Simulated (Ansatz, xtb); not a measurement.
**Two structures of GeOSSe**

Structure X: `[O]=[Ge]1[S][Se]1`, a singlet. Structure Y: a singlet given by its coordinates. Both are isolated molecules in the gas phase, relaxed with PBE0-D3(BJ)/def2-SVP.

X (Å):

```xyz
4

Ge    0.5719    0.5371    0.2052
O    -0.7224    0.4354    1.1833
S     2.7004    0.1726   -0.0150
Se    1.4545    1.1287   -1.8250
```

Y (Å):

```yaml
atoms:
  - { symbol: Ge, position_ang: [0.0600, -1.2680, -0.3895] }
  - { symbol: O, position_ang: [0.6419, 0.5504, -0.7225] }
  - { symbol: S, position_ang: [0.6993, 0.4796, 0.9529] }
  - { symbol: Se, position_ang: [-1.4987, -0.0329, 1.1435] }
```

Close contacts (Å): Ge1–O2 1.94, Ge1–S3 2.29, Ge1–Se4 2.51, O2–S3 1.68, S3–Se4 2.27.

Estimate E(Y) − E(X) at the level CCSD(T)/def2-TZVP.

Too close to call at this level: CCSD(T)/def2-TZVP gives E(Y) − E(X) = −2.58 kJ/mol.

How the difference moves with the method:

| level | geometry | E(Y) − E(X) (kJ/mol) | departure from the last row (kJ/mol) | job, with rough time for the two |
| --- | --- | --- | --- | --- |
| GFN2-xTB | GFN2-xTB | −69.89 | −67.31 | optimisation, 0.24 s |
| HF/STO-3G | GFN2-xTB | −35.91 | −33.33 | single point, 1.3 s |
| r2SCAN-D4/def2-SVP | GFN2-xTB | +4.05 | +6.63 | single point, 3.5 s |
| PBE0-D3(BJ)/def2-SVP | PBE0-D3(BJ)/def2-SVP | −4.90 | −2.32 | optimisation, 38 s |
| HF/def2-TZVP | PBE0-D3(BJ)/def2-SVP | −14.66 | −12.08 | part of the CCSD(T) run |
| MP2/def2-TZVP | PBE0-D3(BJ)/def2-SVP | +11.91 | +14.49 | part of the CCSD(T) run |
| CCSD(T)/def2-TZVP | PBE0-D3(BJ)/def2-SVP | −2.58 |  | single point, 2.4 min |

The largest departure from CCSD(T)/def2-TZVP is that of GFN2-xTB, 67.31 kJ/mol.

With harmonic frequencies from PBE0-D3(BJ)/def2-SVP (ideal gas, rigid rotor, one conformer each, 298.15 K, 1 atm): the zero-point term adds −0.18 kJ/mol; ΔH is −3.38 and ΔG −1.60 kJ/mol.

The correlated steps freeze 24 core orbitals; the filled d shell of Ge and Se is correlated, in a basis made for valence electrons. Mirror images aren't counted in ΔG. Codes used: Ansatz 0.2.0, xtb 6.7.1; the last row on 2 threads of Intel(R) Xeon(R) Processor @ 2.70GHz on a shared host.
